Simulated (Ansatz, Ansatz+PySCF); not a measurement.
```xyz
2

Al    0.0000    0.0000   -1.3064
Si    0.0000    0.0000    1.3064
```

Basis set: def2-SVP (spherical functions). Left uncorrelated: 10 orbitals. Correlation on ROHF uses semicanonical orbitals with singles. Charge 0, multiplicity 4.

Computed with Ansatz (development build ahead of 0.2.0); each method stands on the lowest determinant of its kind that the runs found.

The atomization energy at this shape (free ground-state atoms in the same class of orbitals less the molecule, no zero-point energy) of quartet AlSi:

| method | atomization energy |
| --- | --- |
| UHF-CCSD(T) | 2.18 eV |
| ROHF-MP2 | 2.18 eV |
| UHF-MP2 | 2.15 eV |
| ROHF | 1.68 eV |

(1) What does UHF give?

Results:

(1) 1.59 eV.
